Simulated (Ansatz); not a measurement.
Zr₂P₂⁺, relaxed as a doublet with UKS PBE-D4/def2-SVP in Ansatz, starting from the PBE-D4/def2-SVP geometry of the neutral singlet. Force threshold 0.02 eV/Å.

In the def2 sets Zr takes a core potential; there is no spin–orbit coupling. No other spin state of charge 1 was run. The structure comes from a short search, and lower isomers may exist.

Start:

```
atom    x (Å)    y (Å)    z (Å)
 Zr1   1.3807  -0.1543   0.3581
 Zr2  -1.0618  -0.4625  -0.8467
  P3  -0.6141  -0.9020   1.4756
  P4   0.2952   1.5189  -0.9870
```

**Question.** Estimate the energy that the relaxation releases and the steps that it takes.

**Answer.** 4.9 kcal/mol, in 5 steps; 17 s on 4 threads of Arm Neoverse V2 on a shared host. No frequencies were taken in this run, so the end may be a saddle point.

**Question.** Does the start keep its bonding and symmetry?

**Answer.** By distances, no bond broke or formed. The bond that changes most is Zr1–P3, from 2.41 to 2.38 Å (atoms count from 1). Point group C2v at the start, C2v at the end, both within 0.05 Å.

**Question.** Predict the relaxed structure.

**Answer.** 
```tsv
atom	x (Å)	y (Å)	z (Å)
Zr1	1.441	-0.053	0.480
Zr2	-1.213	-0.388	-0.829
P3	-0.559	-0.965	1.381
P4	0.331	1.406	-1.031
```
Bond lengths (bridged metal pairs left out): 4 × P–Zr 2.38 Å.
